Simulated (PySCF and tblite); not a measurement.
C₆H₉NO, numbered as in [N:1]#[C:2][CH:3]1[CH2:4][CH2:5][O:6][CH2:7][CH2:8]1.

Geometries PBE0-D3(BJ)/def2-SVP; weights from PBE0-D3(BJ)/def2-TZVP energies and GFN2-xTB thermal corrections, with symmetry numbers and mirror pairs. Conformers within 4 kcal/mol (GFN2-xTB free energy) were kept, 7 at most. GIAO shieldings: PBE0/pcSseg-1. Shifts are against TMS (¹H), TMS (¹³C), NH3 (¹⁵N) at the same level; of two unlike H on one atom, a is the less shielded. Codes: tblite and PySCF.

**Question.** Predict the averaged NMR shifts at 298.15 K.

**Answer.** ¹H: 3.80 (H5a/H7a, 2H), 3.39 (H5b/H7b, 2H), 2.26 (H3, 1H), 1.52 (H4a/H8a, 2H), 1.50 (H4b/H8b, 2H) ppm. ¹³C: 126.6 (C2), 66.5 (C5/C7), 31.4 (C4/C8), 25.9 (C3) ppm. ¹⁵N: 304.8 (N1) ppm.

**Question.** How do the conformers differ?

**Answer.** The 6-ring runs over atoms 3–4–5–6–7–8.
| conformer | shape | weight % |
| --- | --- | --- |
| 1 | 6-ring chair (all substituents equatorial) | 56.0 |
| 2 | 6-ring chair (C2 axial) | 44.0 |

```tsv
signal	1	2	average
H3	2.02	2.56	2.26
H4a/H8a	1.44	1.62	1.52
H4b/H8b	1.61	1.36	1.50
H5a/H7a	3.90	3.68	3.80
H5b/H7b	3.12	3.73	3.39
C2	126.6	126.7	126.6
C3	26.4	25.1	25.9
C4/C8	31.7	31.0	31.4
C5/C7	67.9	64.8	66.5
N1	302.5	307.7	304.8
```

Unscaled ¹⁵N shifts at such levels can be off by tens of ppm; differences between conformers or isomers are more reliable. Shifts are unscaled: against experiment ¹³C can be off by 15 ppm or more and ¹H by 0.8 ppm.


¹⁵N shifts are against a computed isolated NH3 molecule, about 20 ppm from the liquid.